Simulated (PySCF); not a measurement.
```xyz
3

B     -0.0008     0.3354     0.0000
H      1.0746    -0.1650     0.0000
H     -1.0737    -0.1703     0.0000
```

Charge 0, multiplicity 2.

**Question.** Give the Mulliken and meta-Löwdin atomic charges from TPSSh-D3(BJ)/def2-TZVP // CAM-B3LYP-D3(BJ)/def2-TZVP run with PySCF 2.14.0.

**Answer.** 
| atom | Mulliken (e) | meta-Löwdin (e) |
|---|---|---|
| B1 | -0.10 | -0.05 |
| H2 | 0.05 | 0.02 |
| H3 | 0.05 | 0.02 |
